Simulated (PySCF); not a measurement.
CoMe2, C2H6Co (doublet state).
Bonds: Co1–C2, Co1–C6. Hydrogens: H3, H4, H5 on C2; H7, H8, H9 on C6.

Theory: PBE0-D3(BJ)/def2-SVP geometry optimisation, gas phase in PySCF.

(1) List the bond lengths and angles at this level.

## Answers

(1) 
```tsv
bond	length (Å)
Co1–C2, Co1–C6	1.894
C2–H3 and 3 like bonds	1.102
C2–H4, C6–H8	1.111
```

Bonds in one row agree within 0.01 Å and their mean is given. A selection of angles:
```tsv
angle	degrees
C2–Co1–C6	115.3
Co1–C2–H3	111.4
Co1–C2–H4	105.0
Co1–C2–H5	114.0
H3–C2–H4	108.7
```

Point group: near C2v, missed by 0.15 Å at most; the miss may be what the optimiser left on a soft mode (Cs holds within 0.08 Å). No PBE0-D3(BJ)/def2-SVP frequencies stand behind this structure, so it isn't proved a minimum. ⟨S²⟩ = 1.051 (exact for a doublet: 0.75).

On one thread, Arm Neoverse V1 (aarch64) (shared host), this took 3.5 min of wall time and 0.37 GiB of memory at its peak. This is the geometry optimisation.
